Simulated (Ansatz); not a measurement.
H3B2N, SMILES `B=BN` (charge 0, multiplicity 1).

Cartesian coordinates (Å):
```xyz
6

B      1.6722     0.1032     0.8705
B      0.1698     0.0107     0.8766
N     -1.1894    -0.0734     0.8820
H      2.8410     0.1754     0.8657
H     -1.7681     0.1858     0.0951
H     -1.7254    -0.4017     1.6734
```
Charge 0, spin multiplicity 1.

Frozen-core energies in 6-31g from Ansatz (an electronic-structure program) at a geometry from B3LYP-D3(BJ)/def2-TZVP; the HF reference has <S^2> = 0.00 (restricted, and unstable towards unrestricted orbitals) and the T1 diagnostic is 0.021.

| level | energy (Ha) |
|---|---|
| HF | -105.43551 |
| MP2 | -105.63723 |
| CCSD | -105.66931 |
| CCSD(T) | -105.67557 |

**Question.** Estimate the energies of CCSDT, CCSDT(Q) and CCSDTQ, and give each level's difference from CCSDTQ.

**Answer.** 
| level | energy (Ha) | difference from CCSDTQ (mHa) |
|---|---|---|
| MP2 | -105.63723 | 39.73 |
| CCSD | -105.66931 | 7.65 |
| CCSD(T) | -105.67557 | 1.39 |
| CCSDT | -105.67645 | 0.51 |
| CCSDT(Q) | -105.67700 | -0.04 |
| CCSDTQ | -105.67696 | 0.00 |
